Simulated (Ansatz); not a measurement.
Species: C3H8FSi (charge -1, singlet). It need not be the lowest isomer of its formula. Whether it binds its extra electron was not tested at this geometry. 
Coordinates optimised at B3LYP-D3(BJ)/def2-TZVP (Ansatz, a first-principles code):
```
Si
F 1 1.6839
C 1 1.7469 2 121.75
H 3 1.0889 1 121.11 2 77.51
H 3 1.0889 4 113.41 1 156.79
C 1 1.9049 2 98.87 3 124.88
H 6 1.0929 1 111.00 2 160.03
H 6 1.0946 7 107.50 1 -120.28
H 6 1.0948 7 108.56 8 -116.27
C 1 1.9049 2 98.87 6 110.24
H 10 1.0929 1 111.00 2 -160.03
H 10 1.0946 11 107.50 1 120.28
H 10 1.0948 11 108.56 12 116.27
```
Charge -1, spin multiplicity 1.

Basis-set convergence of Hartree-Fock and MP2 correlation energies (hartree) with Ansatz. Correlated levels leave the core frozen unless marked. Spin-orbit coupling is left out. Non-relativistic. This anion needs diffuse functions, which these sets lack.

```json
[
 {"basis": "cc-pV(D+d)Z", "functions": "119", "E(HF)": "-506.68273", "E(corr, MP2)": "-0.73095"},
 {"basis": "cc-pV(T+d)Z", "functions": "271", "E(HF)": "…", "E(corr, MP2)": "…"}
]
```

Fill in the missing entries.


- cc-pV(T+d)Z, E(HF): -506.77816
- cc-pV(T+d)Z, E(corr, MP2): -0.92645
